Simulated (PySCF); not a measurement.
This PySCF input asks for the NMR shieldings of `[C@H]1(F)[C@H](C=C)CCPC1`, C7H12FP; the geometry comes from GFN2-xTB.

```python
import basis_set_exchange as bse
import numpy as np
from pyscf import gto, dft
from pyscf.prop import nmr

atoms = """
C     2.852245   -0.322342    0.423415
C     1.536037   -0.318701    0.516767
C     0.628645    0.244968   -0.535187
C    -0.196825    1.432221   -0.017062
C    -1.184752    1.077352    1.088233
P    -2.474243   -0.160044    0.578569
C    -1.314736   -1.416070   -0.163251
C    -0.274998   -0.849557   -1.119594
F    -0.928179   -0.326558   -2.224772
H     3.362817    0.081648   -0.435792
H     3.477299   -0.726321    1.201406
H     1.055635   -0.730449    1.393474
H     1.246111    0.612286   -1.363739
H     0.495403    2.195317    0.349873
H    -0.745107    1.856333   -0.862736
H    -1.715823    1.979257    1.406453
H    -0.670140    0.682780    1.968896
H    -2.768568    0.461471   -0.640261
H    -0.813225   -1.947540    0.649030
H    -1.927719   -2.143919   -0.702337
H     0.351202   -1.665189   -1.511858
"""
names = dict.fromkeys(["C", "P", "F", "H"], "pcSseg-1")
basis = {el: gto.basis.parse(bse.get_basis(n, elements=[el], fmt="nwchem")) for el, n in names.items()}
mol = gto.M(atom=atoms, basis=basis, charge=0, verbose=0)
mf = dft.RKS(mol, xc="PBE0")
mf.grids.level = 2
mf.grids.alignment = dft.numint.BLKSIZE   # the property module wants whole blocks of grid points
mf.conv_tol = 1e-9
mf.kernel()

calc = nmr.RKS(mf)   # GIAO
C = mf.mo_coeff
Co = C[:, mf.mo_occ > 0]
resp = mf.gen_response(singlet=True, hermi=2)
def vind(x):   # induced exchange potential for any number of trial vectors
    d = np.einsum("pi,xij,qj->xpq", C, 2 * x.reshape(-1, C.shape[1], Co.shape[1]), Co, optimize=True)
    return np.einsum("xpq,pi,qj->xij", resp(d - d.transpose(0, 2, 1)), C, Co, optimize=True).ravel()
mo1, _ = nmr.rhf.solve_mo1(calc, with_cphf=vind)
sigma = calc.kernel(mo1)
for i, s in enumerate(sigma):   # ppm
    print("%2d %-2s %9.2f" % (i, mol.atom_pure_symbol(i), np.trace(s) / 3))
```

Q: What does it print?

A: 
```
 0 C      62.29
 1 C      41.24
 2 C     136.90
 3 C     153.61
 4 C     170.26
 5 P     441.15
 6 C     163.35
 7 C      95.68
 8 F     374.67
 9 H      26.12
10 H      26.25
11 H      25.35
12 H      29.13
13 H      29.87
14 H      29.32
15 H      30.40
16 H      30.11
17 H      27.73
18 H      29.89
19 H      29.84
20 H      26.86
```

These numbers come from an equivalent density-fitted implementation of the same equations, which agrees with the script to about 0.01 ppm for H and up to a few tenths of a ppm for heavy atoms, so last digits may differ.

Size and cost of the density-fitted run: 220 basis functions, 35 s wall time on 1 thread of an Arm Neoverse V2, shared host.
